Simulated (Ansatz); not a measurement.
CH2ClFO2Si (`O[Si@]1(F)O[C@@H]1Cl`), relaxed with RKS PBE0-D4/def2-TZVP in the Gaussian-basis code of Ansatz from a PBE-D4/def2-SVP geometry. The force threshold is 0.005 eV/Å; the program also tests the step.

Charge 0, multiplicity 1.

Start:

```xyz
8

O    -0.892   -1.567    0.754
Si   -0.707   -0.274   -0.245
F    -2.134   -0.066   -0.969
O     0.667   -0.086   -1.200
C     0.615    0.966   -0.153
Cl    1.901    0.809    1.092
H    -0.098   -1.774    1.282
H     0.647    1.992   -0.563
```

(1) By how much does the energy fall, and how many steps does the optimiser take? (Estimate.)

(2) Which bonds change most? (An estimate is asked.)

(3) Give the relaxed structure. (Estimate.)

Results:

(1) The calculation gave: 12.05 kJ/mol, in 10 steps, 1 of them rejected.

(2) Ansatz gave: Si2–O4 from 1.684 to 1.634 Å; Si2–F3 from 1.613 to 1.570 Å; O1–Si2 from 1.645 to 1.608 Å; C5–Cl6 from 1.797 to 1.762 Å.

(3) The calculation gave: 
```xyz
8

O    -0.886   -1.522    0.748
Si   -0.687   -0.273   -0.245
F    -2.077   -0.040   -0.936
O     0.659   -0.110   -1.158
C     0.601    0.965   -0.136
Cl    1.879    0.845    1.071
H    -0.114   -1.818    1.238
H     0.625    1.954   -0.582
```
